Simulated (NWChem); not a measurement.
Molecule: SiNH3S, singlet; SMILES N[Si]S

```xyz
6

Si    -0.7159    -0.6275     0.0000
N      0.7371    -1.5463     0.0000
H      0.6972    -2.5602     0.0000
H      1.6946    -1.2057     0.0000
S      0.2144     1.3358     0.0000
H     -0.9593     2.0018     0.0000
```
Atoms are numbered in this order, from 1.

Low-valent species are run as closed-shell singlets; no triplet was tried in these runs. All runs use the structure optimised with PBE0/def2-SVP.

Symmetry labels are those of Cs in the frame above (b1 and b2, or b-type labels, depend on it).

Q: List the 4 lowest vertical singlet excitations from PBE/def2-SVPD, TDA (NWChem).

A: 
| state | energy (eV) | oscillator strength | symmetry | leading excitation (squared amplitude) |
|---|---|---|---|---|
| S1 | 4.43 | 0.041 | a" | HOMO → LUMO (0.95) |
| S2 | 4.80 | 0.016 | a' | HOMO−1 → LUMO (0.78) |
| S3 | 5.24 | 0.027 | a' | HOMO → LUMO+2 (0.47) |
| S4 | 5.57 | 0.003 | a" | HOMO−1 → LUMO+1 (0.99) |
